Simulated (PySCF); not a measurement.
Si(OSiH3)2(H)(Me) (CH10O2Si3), SMILES [SiH](C)(O[SiH3])O[SiH3]. Atoms are numbered in the order given.

```xyz
16

Si    -0.0716    -0.9180    -0.7055
C      0.1959    -2.6364    -0.0451
O      1.3225    -0.0265    -0.5691
Si     2.1261     1.0640     0.3903
O     -1.2655    -0.1929     0.1924
Si    -2.1753     1.1761     0.4288
H     -0.4578    -0.9086    -2.1402
H      0.4648    -2.5995     1.0228
H     -0.7189    -3.2418    -0.1477
H      1.0091    -3.1425    -0.5894
H      3.4006     1.4333    -0.2819
H      1.2961     2.2882     0.5880
H      2.4267     0.4696     1.7257
H     -3.5565     0.7756     0.8130
H     -1.5793     1.9942     1.5223
H     -2.2265     1.9942    -0.8188
```
Charge 0, spin multiplicity 1.

Geometry optimised at B3LYP-D3(BJ)/def2-SVP. One conformer was computed; it need not be the lowest.

Computed with r2SCAN/def2-TZVP (PySCF).

Atomic charges (e):

```json
[
 {"atom": "Si1", "meta-Löwdin": "1.23", "Löwdin": "0.06"},
 {"atom": "C2", "meta-Löwdin": "-0.64", "Löwdin": "[?]"},
 {"atom": "O3", "meta-Löwdin": "-0.84", "Löwdin": "-0.01"},
 {"atom": "Si4", "meta-Löwdin": "0.75", "Löwdin": "[?]"},
 {"atom": "O5", "meta-Löwdin": "-0.84", "Löwdin": "-0.01"},
 {"atom": "Si6", "meta-Löwdin": "0.75", "Löwdin": "[?]"},
 {"atom": "H7", "meta-Löwdin": "-0.14", "Löwdin": "-0.04"},
 {"atom": "H8", "meta-Löwdin": "0.14", "Löwdin": "0.13"},
 {"atom": "H9", "meta-Löwdin": "0.14", "Löwdin": "0.13"},
 {"atom": "H10", "meta-Löwdin": "0.14", "Löwdin": "0.13"},
 {"atom": "H11", "meta-Löwdin": "-0.11", "Löwdin": "[?]"},
 {"atom": "H12", "meta-Löwdin": "-0.12", "Löwdin": "[?]"},
 {"atom": "H13", "meta-Löwdin": "-0.12", "Löwdin": "[?]"},
 {"atom": "H14", "meta-Löwdin": "-0.11", "Löwdin": "[?]"},
 {"atom": "H15", "meta-Löwdin": "-0.11", "Löwdin": "[?]"},
 {"atom": "H16", "meta-Löwdin": "-0.12", "Löwdin": "[?]"}
]
```

**Question.** Some entries are withheld; supply them. (The exact figures need the calculation; the answer reports its results.)

**Answer.** 
- C2, Löwdin: -0.44
- Si4, Löwdin: 0.17
- Si6, Löwdin: 0.17
- H11, Löwdin: -0.05
- H12, Löwdin: -0.05
- H13, Löwdin: -0.05
- H14, Löwdin: -0.05
- H15, Löwdin: -0.05
- H16, Löwdin: -0.05

**Question.** Give the Mayer and Wiberg (Löwdin basis) orders of the bonds. (An estimate is asked for; the answer gives what the named calculation found.)

**Answer.** 
```csv
bond,Mayer,Wiberg
Si1–C2,1.02,1.21
Si1–O3,1.12,1.52
O3–Si4,1.14,1.59
Si1–O5,1.11,1.52
O5–Si6,1.14,1.59
Si1–H7,0.94,0.90
C2–H8,0.94,0.90
C2–H9,0.95,0.90
C2–H10,0.95,0.90
Si4–H11,0.95,0.97
Si4–H12,0.94,0.96
Si4–H13,0.94,0.97
Si6–H14,0.95,0.97
Si6–H15,0.94,0.97
Si6–H16,0.94,0.96
```
